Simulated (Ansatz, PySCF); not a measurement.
Species: CH₃Si, net charge 0, doublet state. It need not be the lowest isomer of its formula. 
Coordinates optimised at B3LYP-D3(BJ)/def2-TZVP (Ansatz, a program for electronic structure):
```
C
H 1 1.0932
H 1 1.0932 2 109.47
H 1 1.1026 2 106.58 3 -114.91
Si 1 1.8983 2 114.66 4 -114.60
```
Charge 0, spin multiplicity 2.

Quantity: atomisation energy (electronic, to ground-state atoms), in eV. Correlated levels leave the core frozen unless marked. Open shells are spin-unrestricted. No spin-orbit coupling. Non-relativistic. The coupled-cluster limit lacks core correlation, which all-electron functionals hold. CBS(X,Y): correlation extrapolated as X^-3; Hartree-Fock from the larger set.

```
level                           program  atomisation energy (eV)
-----------------------  --------------  -----------------------
B3LYP-D3(BJ)/def2-TZVPD  Ansatz + dftd3                    16.51
TPSSh-D3(BJ)/def2-TZVPD   PySCF + dftd3                    16.62
```

Q: Predict the CCSD(T)/CBS(cc-pV(T+d)Z,cc-pV(Q+d)Z) result (Ansatz).

A: 16.40 eV, so TPSSh-D3(BJ)/def2-TZVPD differs from it by 0.22 eV.
